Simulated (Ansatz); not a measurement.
The first iterations of a band of C$_{2}$H$_{8}$AlB (12 atoms, charge 0, multiplicity 1).

Theory: RKS B3LYP/6-31G* in Ansatz.

```
movable images  : 7
climbing image  : yes
spring          : 2.0 to 10.0 eV/Å², energy-weighted
optimiser       : quadratic models (default)
start path      : IDPP
force threshold : 0.05 eV/Å
iteration limit : 60
end points      : relaxed
```

First end point:

```xyz
12
Properties=species:S:1:pos:R:3
C 0.088 1.408 -0.732
B 0.022 0.015 0.012
C 0.909 -0.167 1.306
Al -1.230 -1.577 -0.712
H -0.090 1.394 -1.813
H -0.740 2.001 -0.302
H 1.005 1.979 -0.529
H 1.857 -0.606 0.944
H 0.531 -0.862 2.065
H 1.183 0.778 1.797
H -2.780 -1.691 -0.323
H -0.678 -2.728 -1.680
```

Last end point:

```xyz
12
Properties=species:S:1:pos:R:3
C 0.360 1.163 -1.024
B 0.025 0.013 0.007
C 0.893 -0.063 1.325
Al -1.553 -1.396 -0.371
H 0.146 0.953 -2.078
H -0.307 1.999 -0.744
H 1.384 1.553 -0.940
H 1.371 0.888 1.601
H 1.719 -0.758 1.082
H 0.404 -0.484 2.211
H -3.080 -1.102 0.018
H -1.286 -2.822 -1.054
```

| iteration | highest image above the first end (eV) | largest band force component (eV/Å) |
| --- | --- | --- |
| 1 | 0.101 | 0.983 |
| 2 | 0.035 | 0.468 |

Does the band converge within its limit, and where does its top end?

It converged. It ended after 6 iterations with the highest image 0.016 eV above the first end. Another band between the same ends (7 images) ends at a top of the same energy, where a vibrational analysis finds 1 clearly imaginary mode.

Run time: 2.9 min on 1 thread of Arm Neoverse V1 (shared host), peak memory 0.16 GiB.
